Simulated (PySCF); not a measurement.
PySCF job for Si(H)2(F)(NHSiH3) (FH₆NSi₂), SMILES F[SiH2]N[SiH3], TDA-PBE/def2-SVPD. Geometry optimised at PBE0-D3(BJ)/def2-SVP. The values are those of a single conformer.

```python
import numpy as np
from pyscf import gto, scf, dft, tdscf

mol = gto.M(
    atom='''
    Si    0.95307982   -0.78756263   -0.17309256
    F     2.10815264    0.05960774    0.60070654
    N    -0.34984236    0.20766907   -0.69269051
    Si   -1.79094942    0.65745542    0.18898142
    H     0.43374993   -1.78566801    0.79536418
    H     1.61104724   -1.39168616   -1.36140980
    H    -0.20478205    0.68855509   -1.57765298
    H    -3.01128251    0.43710096   -0.64561187
    H    -1.78120262    2.09284608    0.60837057
    H    -1.84183297   -0.20980002    1.40097076
    ''',
    basis='def2-SVPD',
    charge=0,
    spin=0,
    max_memory=1600,
    verbose=4,
)
mf = dft.RKS(mol, xc='pbe').density_fit(auxbasis='def2-universal-jkfit')
mf.grids.level = 3
mf.conv_tol = 1e-9
mf.max_cycle = 100
mf.kernel()
mf.grids = dft.Grids(mol).set(level=1).build(with_non0tab=True)  # coarser grid for the response kernel
td = tdscf.TDA(mf)
td.singlet = True
td.nstates = 10
td.conv_tol = 1e-4
td.positive_eig_threshold = 1e-6
td.kernel(x0=td.get_init_guess(mf, 15))
td.analyze()
tt = tdscf.TDA(mf)
tt.singlet = False
tt.nstates = 4
tt.conv_tol = 1e-4
tt.positive_eig_threshold = 1e-6
tt.kernel(x0=tt.get_init_guess(mf, 9))
tt.analyze(verbose=3)
```

Log of the run:

```
PySCF version 2.14.0

[INPUT] verbose = 4
[INPUT] num. atoms = 10
[INPUT] num. electrons = 50
[INPUT] charge = 0
[INPUT] spin (= nelec alpha-beta = 2S) = 0
[INPUT] symmetry False subgroup None
[INPUT] Mole.unit = angstrom
[INPUT] Symbol           X                Y                Z      unit          X                Y                Z       unit  Magmom
[INPUT]  1 Si     0.953079820000  -0.787562630000  -0.173092560000 AA    1.801059834650  -1.488277676642  -0.327097532600 Bohr   0.0
[INPUT]  2 F      2.108152640000   0.059607740000   0.600706540000 AA    3.983831118379   0.112642303504   1.135170841835 Bohr   0.0
[INPUT]  3 N     -0.349842360000   0.207669070000  -0.692690510000 AA   -0.661106247171   0.392437666843  -1.308995352985 Bohr   0.0
[INPUT]  4 Si    -1.790949420000   0.657455420000   0.188981420000 AA   -3.384403906749   1.242410682911   0.357123126431 Bohr   0.0
[INPUT]  5 H      0.433749930000  -1.785668010000   0.795364180000 AA    0.819668574249  -3.374423488297   1.503020469489 Bohr   0.0
[INPUT]  6 H      1.611047240000  -1.391686160000  -1.361409800000 AA    3.044438057336  -2.629905693748  -2.572691665299 Bohr   0.0
[INPUT]  7 H     -0.204782050000   0.688555090000  -1.577652980000 AA   -0.386981989727   1.301180541775  -2.981332051804 Bohr   0.0
[INPUT]  8 H     -3.011282510000   0.437100960000  -0.645611870000 AA   -5.690499227593   0.826001103184  -1.220029617068 Bohr   0.0
[INPUT]  9 H     -1.781202620000   2.092846080000   0.608370570000 AA   -3.365985124158   3.954905912070   1.149653759546 Bohr   0.0
[INPUT] 10 H     -1.841832970000  -0.209800020000   1.400970760000 AA   -3.480559880494  -0.396464578728   2.647451044924 Bohr   0.0

nuclear repulsion = 225.309799297163
number of shells = 61
number of NR pGTOs = 207
number of NR cGTOs = 139
basis = def2-SVPD
ecp = {}


[settings echo left out]
init E= -736.521503355039
  HOMO = -0.315438426209622  LUMO = -0.0573516457031493  gap/eV = 7.02290
cycle= 1 E= -736.432480006968  delta_E= 0.089  |g|= 0.676  |ddm|= 3.79
  HOMO = -0.154578016302623  LUMO = -0.0162323992065851  gap/eV = 3.76458
cycle= 2 E= -736.122975038877  delta_E= 0.31  |g|= 1.43  |ddm|= 1.82
  HOMO = -0.250536004093707  LUMO = -0.0340651515094881  gap/eV = 5.89047
cycle= 3 E= -736.520345045873  delta_E= -0.397  |g|= 0.0835  |ddm|= 1.24
  HOMO = -0.248798532665138  LUMO = -0.0326217750797744  gap/eV = 5.88247
cycle= 4 E= -736.522107351016  delta_E= -0.00176  |g|= 0.0388  |ddm|= 0.19
  HOMO = -0.246299726550505  LUMO = -0.0326940508235656  gap/eV = 5.81251
cycle= 5 E= -736.522324677256  delta_E= -0.000217  |g|= 0.0192  |ddm|= 0.0504
  HOMO = -0.248547941596293  LUMO = -0.0334368535747358  gap/eV = 5.85347
cycle= 6 E= -736.522417999312  delta_E= -9.33e-05  |g|= 0.00243  |ddm|= 0.0227
  HOMO = -0.248231331169891  LUMO = -0.0332448810087027  gap/eV = 5.85008
cycle= 7 E= -736.522419679426  delta_E= -1.68e-06  |g|= 0.000341  |ddm|= 0.00472
  HOMO = -0.24823059677706  LUMO = -0.0332421927185242  gap/eV = 5.85013
cycle= 8 E= -736.522419716926  delta_E= -3.75e-08  |g|= 6.36e-05  |ddm|= 0.000807
  HOMO = -0.24823918331101  LUMO = -0.0332464453749544  gap/eV = 5.85025
cycle= 9 E= -736.522419718144  delta_E= -1.22e-09  |g|= 1.72e-05  |ddm|= 0.000137
  HOMO = -0.248239985809605  LUMO = -0.0332468613560319  gap/eV = 5.85026
cycle= 10 E= -736.52241971824  delta_E= -9.62e-11  |g|= 3.38e-06  |ddm|= 3.21e-05
  HOMO = -0.248240073016457  LUMO = -0.0332468500750753  gap/eV = 5.85026
Extra cycle  E= -736.522419718237  delta_E= 2.27e-12  |g|= 3.56e-06  |ddm|= 1.09e-05
converged SCF energy = -736.522419718237
tot grids = 38080
Overwritten attributes  positive_eig_threshold  of <class 'pyscf.tdscf.rks.TDA'>


******** <class 'pyscf.tdscf.rks.TDA'> for <class 'pyscf.df.df_jk.DFRKS'> ********
nstates = 10 singlet
deg_eia_thresh = 1.000e-03
wfnsym = None
conv_tol = 0.0001
eigh lindep = 1e-12
eigh level_shift = 0
eigh max_cycle = 100


Excitation energies (eV)
[5.97642307 6.8801899  6.95391284 7.19384925 7.19944467 7.41305288
 7.5005579  7.68374005 7.74651959 7.87966546]

** Singlet excitation energies and oscillator strengths **
Excited State   1:      5.97642 eV    207.46 nm  f=0.0064
      25 -> 26       -0.70298
Excited State   2:      6.88019 eV    180.20 nm  f=0.0537
      25 -> 27       -0.56761
      25 -> 28       -0.40170
Excited State   3:      6.95391 eV    178.29 nm  f=0.0406
      25 -> 27       -0.37498
      25 -> 28        0.56106
      25 -> 29        0.17508
Excited State   4:      7.19385 eV    172.35 nm  f=0.0009
      24 -> 26        0.70021
Excited State   5:      7.19944 eV    172.21 nm  f=0.0006
      25 -> 27        0.11278
      25 -> 28       -0.12018
      25 -> 29        0.66943
      25 -> 30        0.12652
Excited State   6:      7.41305 eV    167.25 nm  f=0.0601
      25 -> 29        0.11436
      25 -> 30       -0.67669
Excited State   7:      7.50056 eV    165.30 nm  f=0.0063
      25 -> 31        0.69752
Excited State   8:      7.68374 eV    161.36 nm  f=0.0036
      23 -> 26       -0.70070
Excited State   9:      7.74652 eV    160.05 nm  f=0.0072
      25 -> 32       -0.69271
Excited State  10:      7.87967 eV    157.35 nm  f=0.0055
      22 -> 26       -0.17702
      25 -> 33       -0.67735

** Transition electric dipole moments (AU) **
state          X           Y           Z        Dip. S.      Osc.
  1         0.0978      0.1651      0.0842      0.0439      0.0064
  2        -0.3523      0.4277      0.1060      0.3183      0.0537
  3        -0.4730      0.0268     -0.1179      0.2384      0.0406
  4         0.0469     -0.0415     -0.0318      0.0049      0.0009
  5         0.0304     -0.0411      0.0256      0.0033      0.0006
  6        -0.5035      0.2731      0.0501      0.3306      0.0601
  7         0.0721     -0.1710      0.0054      0.0345      0.0063
  8        -0.0614      0.0591     -0.1098      0.0193      0.0036
  9         0.0145      0.1320      0.1429      0.0381      0.0072
 10         0.1654      0.0368     -0.0031      0.0287      0.0055

** Transition velocity dipole moments (imaginary part, AU) **
state          X           Y           Z        Dip. S.      Osc.
  1         0.0264      0.0321      0.0171      0.0020      0.0061
  2        -0.0673      0.0701      0.0356      0.0107      0.0283
  3        -0.0959     -0.0208     -0.0203      0.0101      0.0262
  4         0.0056     -0.0035     -0.0063      0.0001      0.0002
  5         0.0003     -0.0053     -0.0073      0.0001      0.0002
  6        -0.0954      0.0597     -0.0049      0.0127      0.0310
  7         0.0109     -0.0338     -0.0071      0.0013      0.0032
  8        -0.0122      0.0052     -0.0106      0.0003      0.0007
  9         0.0103      0.0292      0.0232      0.0015      0.0035
 10         0.0417      0.0186      0.0080      0.0022      0.0050

** Transition magnetic dipole moments (imaginary part, AU) **
state          X           Y           Z
  1        -0.4145      0.4900     -0.4372
  2        -0.4210     -0.3203      0.1411
  3        -0.2668     -0.2080     -0.0875
  4        -0.9106     -0.8192     -0.7231
  5        -0.1010     -0.0626      0.5235
  6         0.3805      0.1984      0.1407
  7         0.0979      0.5464     -0.5765
  8         0.3666      0.9331      0.4778
  9        -0.1300     -0.1971      0.5889
 10        -0.2239      0.0447      0.0323


******** <class 'pyscf.tdscf.rks.TDA'> for <class 'pyscf.df.df_jk.DFRKS'> ********
nstates = 4 triplet
deg_eia_thresh = 1.000e-03
wfnsym = None
conv_tol = 0.0001
eigh lindep = 1e-12
eigh level_shift = 0
eigh max_cycle = 100


Excitation energies (eV)
[5.67133333 6.36043103 6.68588143 6.99615278]

** Triplet excitation energies and oscillator strengths **
Excited State   1:      5.67133 eV    218.62 nm  f=0.0000
Excited State   2:      6.36043 eV    194.93 nm  f=0.0000
Excited State   3:      6.68588 eV    185.44 nm  f=0.0000
Excited State   4:      6.99615 eV    177.22 nm  f=0.0000
```

The run converged.
